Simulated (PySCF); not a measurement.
C2H4BNO2, SMILES C1=NCOB1O.

Geometry: B3LYP-D3(BJ)/def2-SVP. The structure was generated by enumeration, and PubChem lists no compound with its InChIKey, so it may never have been made. One conformer was computed; it need not be the lowest.

Computed with TDDFT-PBE0/def2-SVPD run with PySCF.

Vertical excitations. Isolated molecule, no solvent. State labels are in the subgroup Cs.

Computed lowest excited states:
```tsv
state	symmetry	energy (eV)	λ (nm)	f	main pairs
S1	A"	4.65	267	0.000	HOMO→LUMO 99 %
S2	A'	6.69	185	0.143	HOMO−1→LUMO 81 %, HOMO−2→LUMO 17 %
S3	A'	6.98	178	0.002	HOMO→LUMO+1 97 %
S4	A"	7.17	173	0.000	HOMO−3→LUMO 99 %
S5	A'	7.47	166	0.124	HOMO−2→LUMO 79 %, HOMO−1→LUMO 16 %
S6	A"	7.78	159	0.001	HOMO−1→LUMO+1 94 %
S7	A'	7.87	157	0.030	HOMO→LUMO+2 96 %
S8	A"	8.24	151	0.000	HOMO−5→LUMO 84 %, HOMO−6→LUMO 14 %
S9	A"	8.45	147	0.003	HOMO−2→LUMO+1 88 %
S10	A'	8.46	146	0.003	HOMO→LUMO+3 95 %
T1	A"	3.72	333	0	HOMO→LUMO 98 %
T2	A'	4.50	275	0	HOMO−1→LUMO 56 %, HOMO−2→LUMO 39 %
T3	A'	6.01	206	0	HOMO−2→LUMO 56 %, HOMO−1→LUMO 41 %
T4	A"	6.70	185	0	HOMO−3→LUMO 97 %
```
Triplets are in the Tamm–Dancoff approximation, which puts them higher than full response would, so one can lie above its singlet here.
